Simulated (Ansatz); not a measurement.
C2H2Zn. Total charge 0; spin multiplicity 1. For Zn the d shell is correlated and the shells below it are frozen. Scalar relativity is left out up to krypton. The bonds changed during the relaxation, so this is another structure than the one it started from.

```csv
atom,x (Å),y (Å),z (Å)
C1,0.491,-0.405,-0.623
C2,-0.589,0.043,-0.878
Zn3,0.197,0.724,3.002
H4,1.452,-0.806,-0.400
H5,-1.550,0.444,-1.101
```

Q: Give the diagnostics of a CCSD(T)/def2-TZVPP run (frozen core, Ansatz 0.2.0). (Best estimate.)

A: Computed: T1 = 0.0153, largest single amplitude 0.031, largest double 0.082, (T) share of the correlation energy 3.7 %, 10 CCSD cycles. The RHF solution is stable towards an unrestricted one. T1 lies under the customary mark of 0.02 for closed shells.
